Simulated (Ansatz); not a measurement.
Relaxation of CH₃FOSSe (8 atoms, charge 0, multiplicity 1), to a largest force component of 0.02 eV/Å in at most 50 steps.

The calculation used Ansatz, RKS PBE/def2-SVP.

```xyz
8
Properties=species:S:1:pos:R:3
O 0.234 0.472 1.115
C -0.196 -0.001 -0.144
F -1.586 0.180 -0.325
S 0.760 0.885 -1.482
Se 0.213 -1.911 -0.258
H 1.158 0.362 1.197
H 0.173 2.126 -1.114
H -0.664 -2.171 0.956
```

Task: Where does it end, and by what steps?

Result: The forces met the threshold. After 5 steps the energy has fallen by 0.354 eV; F3 moved furthest, 0.13 Å.

```tsv
step	energy less start (eV)	largest force component (eV/Å)	accepted
0	0.0000	4.111	yes
1	-0.3038	1.086	yes
2	-0.3406	0.501	yes
3	-0.3515	0.196	yes
4	-0.3533	0.042	yes
5	-0.3536	0.015	yes
```

```xyz
8
Properties=species:S:1:pos:R:3
O 0.132 0.521 1.127
C -0.209 0.036 -0.110
F -1.544 0.251 -0.223
S 0.710 0.841 -1.511
Se 0.197 -1.940 -0.323
H 1.095 0.384 1.229
H 0.276 2.086 -1.165
H -0.564 -2.236 0.918
```

Run time: 18 s on 2 threads of Intel(R) Xeon(R) Processor @ 2.70GHz (shared host), peak memory 0.19 GiB.
